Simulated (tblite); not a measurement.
A tight-binding relaxation on `C#C[C@@](F)(C#CC)C=C`.

Computed with GFN2-xTB geometry optimisation, gas phase (tblite 0.8.0). Start geometry: from a force field or distance geometry. The input is one job of a driver script: a line of settings, then coordinates in Å.

Command:
```bash
OMP_NUM_THREADS=1 python probes_run.py task.json out
```

Input:
```
{"job": {"kind": "relax", "xc": "GFN2-xTB", "basis": "xTB"}, "charge": 0, "multiplicity": 1}
C     -1.540100     2.644000    -0.055200
C     -1.180700     1.501200    -0.165500
C     -0.722200     0.099500    -0.250500
F     -0.987300    -0.408300    -1.527800
C      0.715100    -0.012300     0.001600
C      1.913400    -0.115900     0.179000
C      3.366500    -0.223100     0.382900
C     -1.407500    -0.725400     0.761200
C     -2.485300    -1.425000     0.331400
H     -1.900900     3.659900     0.041500
H      3.862000    -0.692300    -0.512400
H      3.517300    -0.870400     1.278200
H      3.767700     0.778800     0.609100
H     -1.099000    -0.813400     1.792900
H     -2.828800    -1.351100    -0.701000
H     -2.997900    -2.037300     1.090700
```

Estimate the output.

```
step      E/eV     max force
  0    -686.83516    3.249
  1    -686.93552    3.858
  2    -687.01616    2.514
  3    -687.05961    1.901
  4    -687.09792    0.457
  5    -687.11643    0.617
  6    -687.12079    1.595
  7    -687.13948    0.430
  8    -687.14510    0.254
  9    -687.15096    0.236
... (83 lines left out)
 93    -687.17756    0.017
 94    -687.17760    0.020
 95    -687.17764    0.021
 96    -687.17770    0.021
 97    -687.17776    0.020
 98    -687.17780    0.018
 99    -687.17783    0.024
100    -687.17785    0.016
101    -687.17787    0.021
102    -687.17788    0.006
```

«max force» is the largest atomic force in eV/Å.

From which step on does the largest force stay under 0.1 eV/Å, and how much energy is left to gain from there?

From step 14 (0.089 eV/Å), 17.9 meV above the end.

Main results: energy lowered by 7.9 kcal/mol over 102 steps; largest atomic force 0.006 eV/Å at the end.

Give the final coordinates.

0.248 Å rms from the input after alignment:
```
atom  x, y, z in Å
C1    -1.4263    2.7424    0.0011
C2    -1.1205    1.5913   -0.1108
C3    -0.7547    0.1838   -0.2624
F4    -1.0343   -0.2148   -1.5721
C5     0.6769    0.0287   -0.0127
C6     1.8555   -0.1091    0.1569
C7     3.2724   -0.2707    0.3798
C8    -1.5449   -0.6548    0.7187
C9    -2.3583   -1.6300    0.3663
H10   -1.6913    3.7523    0.1056
H11    3.7339   -0.7071   -0.5051
H12    3.4439   -0.9288    1.2310
H13    3.7307    0.6977    0.5780
H14   -1.3774   -0.3782    1.7503
H15   -2.5122   -1.8913   -0.6673
H16   -2.9010   -2.2025    1.0987
```

The run took 0.5 s wall on an Arm Neoverse V2 with one thread, no GPU, shared host.
Labels such as C1 count atoms from 1, the log's own numbers from 0.
